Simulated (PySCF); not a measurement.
**Krypton: a sound run and one with changed settings**

Sound run: Kr [Kr], Kr⁺ [Ar] 3d10 4s2 4p5. Calculation: PySCF 2.14, in def2-SVP; no relativity, point nucleus. In the sound run the correlated levels freeze [Ar] 3d10. The sound run starts from symmetry-adapted Hartree-Fock orbitals and uses a fine grid where one is needed.

A second run was set up differently.

| species | method | sound run (hartree) | changed run (hartree) | converged |
| --- | --- | --- | --- | --- |
| Kr | UHF | -2751.66988 | -2751.66988 | yes |
| Kr | BP86 | -2753.70597 | -2753.70597 | yes |
| Kr | B3LYP | -2753.45479 | -2753.45479 | yes |
| Kr | MP2 | -2751.79530 | -2751.76259 | yes |
| Kr | CCSD(T) | -2751.80720 | -2751.80720 | yes |
| Kr⁺ | UHF | -2751.18533 | -2751.18533 | yes |
| Kr⁺ | BP86 | -2753.18444 | -2753.18444 | yes |
| Kr⁺ | B3LYP | -2752.93523 | -2752.93523 | yes |
| Kr⁺ | MP2 | -2751.28583 | -2751.25966 | yes |
| Kr⁺ | CCSD(T) | -2751.30201 | -2751.30201 | yes |

Ionisation energy of Kr:

```
 method  sound run (eV)  changed run (eV)
    UHF          13.185            13.185
   BP86          14.191            14.191
  B3LYP          14.138            14.138
    MP2          13.863            13.685
SCS-MP2          13.786            13.631
   CCSD          13.744            13.744
CCSD(T)          13.747            13.747
```

Problem. What was changed?
A. minimal basis
B. angular grid far too coarse
C. radial grid too coarse
D. level shift left on

Solution. D. It used initial guess minao, at most 50 SCF cycles, level shift 0.5 hartree. A level shift leaves the converged SCF energy unchanged but raises the virtual orbital energies, which shrinks MP2 if it is not removed.
